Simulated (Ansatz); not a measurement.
Reaction (hydrogenolysis of the Si–F bond): `O[SiH](F)N[SiH3]` + H₂ → `O[SiH2]N[SiH3]` + H–F

Calculated with Ansatz (gas phase, PBE0-D4/def2-TZVP geometries, no zero-point term in ΔE). CCSD(T)/CBS is the MP2 limit (def2-TZVPP, def2-QZVPP) plus CCSD(T) − MP2 in def2-TZVPP, frozen cores. This one scheme is used for every species. Functionals use def2-TZVPP. B3LYP here is the variant with VWN-RPA as its local correlation; programs differ in this. Each species was taken in one conformer, which may not be the lowest.

Question: Is it downhill or uphill in electronic energy at CCSD(T)/CBS, and by how much? (An estimate is asked.)

Answer: Ansatz gave: Uphill: ΔE = +1.48 eV.

Question: What do these levels give: r2SCAN-D4, B3LYP-D4, PBE0, SCS-MP2/def2-TZVPP, CCSD/def2-TZVPP, CCSD(T)/def2-TZVPP? (Best estimate.)

Answer: The calculation gave: r2SCAN-D4 1.58, B3LYP-D4 1.51, PBE0 1.40, SCS-MP2/def2-TZVPP 1.49, CCSD/def2-TZVPP 1.46, CCSD(T)/def2-TZVPP 1.47 eV.

Largest T1 diagnostic among the species: 0.011.
